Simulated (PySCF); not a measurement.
C₄H₅IO₂, SMILES C(=C)(I)C(OC)=O.

The structure is a stationary point at B3LYP-D3(BJ)/def2-SVP. The def2 effective core potentials stand for the cores of I; spin–orbit coupling is left out. The values are those of a single conformer.

Two levels are set side by side: PBE/def2-TZVP (PySCF) and M06-2X/def2-TZVP (PySCF). Same geometry, gas phase. Differences are taken from unrounded values.

```json
[
 {"quantity": "orbital gap (eV)", "PBE": "3.48"},
 {"quantity": "highest occupied level (eV)", "PBE": "-6.15"},
 {"quantity": "lowest empty level (eV)", "PBE": "-2.67"},
 {"quantity": "dipole moment (D)", "PBE": "0.79"}
]
```

Q: These are the PBE values. What does M06-2X give? (Estimate from the structure and the level; the computed values follow.)

A: 
| quantity | M06-2X | PBE minus M06-2X |
|---|---|---|
| orbital gap (eV) | 7.56 | -4.07 |
| highest occupied level (eV) | -8.39 | 2.24 |
| lowest empty level (eV) | -0.83 | -1.84 |
| dipole moment (D) | 0.63 | 0.16 |

PBE's occupied levels lie high since its potential decays too fast outside the molecule; exact exchange lowers them and widens the gap. Differences between two approximate levels are no errors against the true value.

Rough cost on one machine, each run with all the roots and properties that it gave: M06-2X against PBE about 2 times.
